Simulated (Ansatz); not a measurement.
# Redistribution: C4H9Cl + C2H3F2I → C4H9I + C2H3ClF2

Species: C4H9Cl (2-chloro-2-methylpropane) `CC(C)(C)Cl`, singlet; C2H3F2I `FCC(F)I`, singlet; C4H9I (tert-butyl iodide) `CC(C)(C)I`, singlet; C2H3ClF2 `FCC(F)Cl`, singlet. The partners trade Cl for I; both sit on C, so the bond types are kept.

Shapes, held fixed at every level: PBE0-D4/def2-TZVP. Flexible molecules stand in one conformer, not always the lowest. Programs: Ansatz 0.2.0. The zero-point and thermal change to 298 K, harmonic and unscaled (PBE0-D4/def2-TZVP), is +0.4 kJ/mol.

Estimate ΔH(298 K) of this reaction.

The highest level, CCSD(T)/def2-TZVPP, gives ΔH(298 K) = -5.3 kJ/mol; the levels span -11.2 to -0.9. The column of differences is taken from that level and isn't an error. No measured value is set beside it here. For atoms past krypton def2 sets carry core potentials with scalar relativity. Outer-core shells of I are correlated in most correlated rows, in sets that cover them unevenly.

```json
{"level": "HF/def2-SVP", "kind": "Hartree–Fock", "ΔH(298 K) (kJ/mol)": "-7.8", "less CCSD(T)/def2-TZVPP": "-2.5"}
{"level": "HF/def2-TZVPP", "kind": "Hartree–Fock", "ΔH(298 K) (kJ/mol)": "-2.3", "less CCSD(T)/def2-TZVPP": "+3.0"}
{"level": "PBE-D4/def2-TZVPP", "kind": "GGA", "ΔH(298 K) (kJ/mol)": "-0.9", "less CCSD(T)/def2-TZVPP": "+4.4"}
{"level": "MP2/def2-SVP", "kind": "perturbation theory", "ΔH(298 K) (kJ/mol)": "-11.2", "less CCSD(T)/def2-TZVPP": "-5.9"}
{"level": "MP2/def2-TZVPP", "kind": "perturbation theory", "ΔH(298 K) (kJ/mol)": "-8.2", "less CCSD(T)/def2-TZVPP": "-2.9"}
{"level": "CCSD(T)/def2-SVP", "kind": "coupled cluster or CI", "ΔH(298 K) (kJ/mol)": "-8.6", "less CCSD(T)/def2-TZVPP": "-3.3"}
{"level": "CCSD(T)/def2-TZVPP", "kind": "coupled cluster or CI", "ΔH(298 K) (kJ/mol)": "-5.3", "less CCSD(T)/def2-TZVPP": "0.0"}
```
